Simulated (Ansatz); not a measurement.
**A family of molecules: the atomisation energy (no zero-point term)**

Gas-phase molecules, one atom swapped for its congeners: C3H9N (trimethylamine) `CN(C)C`; C2H9NSi `CN(C)[SiH3]`; C2H9GeN `C[N](C)[GeH3]`. All are singlets with charge 0.

Shapes, held fixed at every level: PBE0-D4/def2-TZVP. Programs: Ansatz 0.2.0. Values in eV.

```csv
level,C3H9N,C2H9GeN
HF/def2-SVP,37.58,33.52
B3LYP-D4/def2-TZVPP,50.56,45.72
wB97M-V/def2-TZVPP,50.52,45.66
wB97X-V/def2-TZVPP,50.48,45.87
B2PLYP/def2-TZVPP,49.94,45.17
CCSD(T)/def2-TZVPP,49.18,44.73
```

Estimate the column for C2H9NSi from its neighbours.

The mean of the neighbours at CCSD(T)/def2-TZVPP is 46.95 eV, against 46.18 from the run: the member lies nearer Ge. All rows: HF/def2-SVP 35.22; B3LYP-D4/def2-TZVPP 47.50; wB97M-V/def2-TZVPP 47.47; wB97X-V/def2-TZVPP 47.55; B2PLYP/def2-TZVPP 46.87; CCSD(T)/def2-TZVPP 46.18 eV. At CCSD(T)/def2-TZVPP the atomisation energy falls at every step, from 49.18 to 44.73 eV. Every level shows the same order. Relativity is left out for Ge. Outer-core shells of Ge are correlated, in sets that cover them unevenly. Spin-orbit coupling, which grows down the group, is left out (summed over each molecule's free atoms 0.01, 0.03, 0.13 eV). Coupled cluster in double- or triple-zeta sets underbinds by a few per cent against its basis-set limit.
